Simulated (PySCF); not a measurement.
## First hyperpolarisability: `C=C(Cl)/C(Cl)=C/[SiH3]`, C4H6Cl2Si

Geometry:
| atom | x (Å) | y (Å) | z (Å) |
| --- | --- | --- | --- |
| C1 | -3.391 | -1.280 | 0.600 |
| C2 | -2.417 | -0.500 | 0.116 |
| Cl3 | -2.827 | 1.060 | -0.535 |
| C4 | -0.984 | -0.838 | 0.077 |
| Cl5 | -0.590 | -2.406 | 0.737 |
| C6 | 0.003 | -0.068 | -0.407 |
| Si7 | 1.811 | -0.558 | -0.428 |
| H8 | -4.429 | -0.947 | 0.588 |
| H9 | -3.151 | -2.260 | 1.012 |
| H10 | -0.306 | 0.903 | -0.810 |
| H11 | 2.304 | -0.828 | 0.955 |
| H12 | 2.018 | -1.779 | -1.264 |
| H13 | 2.590 | 0.573 | -1.015 |

Level of theory: quadratic response CAM-B3LYP/aug-cc-pVDZ first hyperpolarisability, Taylor convention, gas phase (PySCF 2.14.0). Geometry: PBE0-D3(BJ)/def2-SVP.

Q: Give β for the processes computed.

A: In 10⁻³⁰ esu, Taylor convention; the vector part is βᵢ = ⅓ Σⱼ (βᵢⱼⱼ + βⱼᵢⱼ + βⱼⱼᵢ); β∥ is 3/5 of the vector part along the dipole, the dipole points from − to +:
```tsv
process	λ (nm)	β vector norm	β∥	β HRS	depolarisation ratio
static β(0;0,0)	∞	1.05	0.62	0.41	6.45
second harmonic β(−2ω;ω,ω)	1907	1.08	0.63	0.42	6.33
Pockels β(−ω;ω,0)	1907	1.06	0.63	–	–
second harmonic β(−2ω;ω,ω)	1064	1.13	0.66	0.44	6.07
Pockels β(−ω;ω,0)	1064	1.08	0.64	–	–
```

Q: Which lowest excitations, dipole and polarisabilities go with it?

A: S1 5.25 eV (f = 0.556); S2 5.80 eV (f = 0.001); S3 6.13 eV (f = 0.001); dipole 0.58 D; isotropic α 109.0 au static, 109.5 au at 1907 nm, 110.6 au at 1064 nm, 111.0 au at 953.5 nm, 115.9 au at 532 nm.
